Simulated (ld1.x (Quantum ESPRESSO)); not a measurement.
**Cutoff test, chromium, RRKJ**

chromium, norm-conserving RRKJ (Kleinman–Bylander form), made with ld1.x (Quantum ESPRESSO) 7.5 (Wu–Cohen, scalar-relativistic). Core [Ne], reference 3s2 3p6 3d5 4s1 4p0. Waves: 3s (bound): rc 1.15 bohr; 3p (bound): rc 0.90 bohr; 3d (bound): rc 1.05 bohr. Local part: all-electron potential smoothed inside 0.85 bohr (lloc = -1). Core correction: a·sin(br)/r model core inside 0.75 bohr. rho0 = 0.001.

Occupied shells without a wave of their own: 4s. They enter only through the test configuration that unscreens the potential, and ld1.x also counts them in the model core charge.

The pseudo-atom Hamiltonian at the reference potential is diagonalised in spherical Bessel functions j_l(qr) that vanish at 20 bohr, with q² up to the cutoff. All-electron valence levels (Ry): 3s -5.4233, 4s -0.2948, 3p -3.3335, 4p -0.0682, 3d -0.2151.

Task: How do the lowest levels (Ry) of each channel move with the cutoff, and are there ghosts?

Result:

| cutoff (Ry) | s #1 | s #2 | p #1 | p #2 | d #1 | f #1 | Σ f·Δε (mRy) |
| --- | --- | --- | --- | --- | --- | --- | --- |
| 8 | -4.5745 | -0.2421 | -1.4675 | -0.0178 | 0.0515 | 0.1063 | 14283.6 |
| 15 | -4.6764 | -0.2631 | -2.5309 | -0.0442 | 0.0508 | 0.1063 | 7675.1 |
| 21 | -4.7293 | -0.2639 | -2.9270 | -0.0552 | 0.0501 | 0.1063 | 5188.1 |
| 35 | -5.0094 | -0.2760 | -3.2491 | -0.0660 | 0.0478 | 0.1063 | 2671.6 |
| 50 | -5.2736 | -0.2901 | -3.2660 | -0.0669 | 0.0343 | 0.1063 | 1960.5 |
| 60 | -5.3506 | -0.2943 | -3.2677 | -0.0670 | -0.0016 | 0.1063 | 1611.9 |
| 90 | -5.4201 | -0.2980 | -3.2973 | -0.0675 | -0.1600 | 0.1063 | 500.2 |
| 120 | -5.4233 | -0.2981 | -3.3235 | -0.0682 | -0.2092 | 0.1063 | 90.4 |
| 180 | -5.4234 | -0.2982 | -3.3333 | -0.0684 | -0.2151 | 0.1063 | 2.1 |
| 230 | -5.4234 | -0.2982 | -3.3334 | -0.0684 | -0.2151 | 0.1063 | 1.0 |
| 350 | -5.4234 | -0.2982 | -3.3336 | -0.0684 | -0.2151 | 0.1063 | 0.1 |
| 400 | -5.4234 | -0.2982 | -3.3336 | -0.0684 | -0.2151 | 0.1063 | 0.0 |

Result: no extra level below or beside the all-electron valence levels (s, p, d, f tested); 10 mRy is reached at 160 Ry and 1 mRy at 260 Ry.

ld1.x takes every shell without a wave as core, so the model core holds the 4s electrons as well and exchange and correlation see them twice. This cancels in the reference configuration, but the file is broken for other ones, and its errors say nothing about a proper core correction. Its largest configuration-test error is -821 meV.
